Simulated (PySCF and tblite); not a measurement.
The numbers below are computed, except where a source is named.
System: C₆H₁₁FO, numbered as in [CH3:1][C:2]([CH3:3])([CH3:4])[C@:5]1([F:6])[CH2:7][O:8]1.

For the rotation about the C2–C5 bond (torsion C1–C2–C5–F6 from -179° to -300°, falling): electronic barrier 4.61 kcal/mol, zero-point change 0.07 kcal/mol, thermal and entropy terms at 400 K a further 1.05 kcal/mol (symmetry numbers apart). The minimum is C1, the saddle C1. Geometries: GFN2-xTB; energies: PBE0/pcSseg-1 + D3(BJ); zero-point and thermal terms from GFN2-xTB harmonic modes (soft modes blended into free rotors). Rate constants are transition-state-theory values, counting equivalent paths, without tunnelling. Run with tblite and PySCF.

Q: How many equivalent paths lead out of the minimum?

A: 2: the symmetry number of the minimum is 1, that of the saddle displaced along its mode 1, and since the end is the start again or its mirror image, the same path run backwards is a second way out.

Q: Work out the rate at 400 K.

A: ΔG‡ = 5.73 kcal/mol; k_B T/h = 8.3×10¹² s⁻¹; exp(−ΔG‡/RT) = 0.00074; times 2 gives k = 1.2×10¹⁰ s⁻¹. Wigner's tunnelling factor for the 59i cm⁻¹ mode would be 1.00.
